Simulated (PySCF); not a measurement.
## From computed data to an observable: chemical shift, span and skew from a shielding tensor

C₂H₇Cl₂NSi, SMILES C[C@H](N)[SiH](Cl)Cl. Atoms are numbered in the order given.

```xyz
13

C     -2.1299     0.8062     1.2967
C     -1.3246     0.7523    -0.0138
N     -1.8047    -0.1802    -1.0301
Si     0.5010     0.3482     0.3120
Cl     1.6636     0.6532    -1.3745
Cl     0.5819    -1.6666     0.8576
H     -3.1910     1.0601     1.0874
H     -2.1130    -0.1778     1.8108
H     -1.7361     1.5662     2.0044
H     -1.2984     1.7712    -0.4668
H     -2.7765     0.0371    -1.2876
H     -1.8095    -1.1364    -0.6496
H      1.0967     1.1431     1.4334
```
Charge 0, spin multiplicity 1.

Coordinates come from a PBE-D3(BJ)/def2-SVP optimisation. The structure was generated by enumeration; whether it is a known compound was not checked. The values are those of a single conformer.

GIAO shieldings from PySCF with PBE/pcSseg-1, non-relativistic, no solvent. The symmetric part of the tensor of C2 has the principal values 113.9, 134.6, 141.9 ppm. The same nucleus in TMS has σ = 182.0 ppm at this level (PySCF, at its B3LYP-D3(BJ)/def2-TZVP geometry). Without spin–orbit terms, shifts of atoms bonded to Cl or Br come out too high.

Problem. Work out the isotropic shielding, the ¹³C shift against TMS, the span and the skew.

Solution. 
σ(iso) = (σ11 + σ22 + σ33)/3 = 130.1 ppm. δ = σ(ref) − σ(iso) = 182.0 − (130.1) = 51.9 ppm.
Span Ω = σ33 − σ11 = 28.0 ppm. Skew κ = 3(σ(iso) − σ22)/Ω = -0.48. Tumbling in solution averages the tensor to δ; in a static solid the shielding alone would spread this spin-1/2 line over Ω.
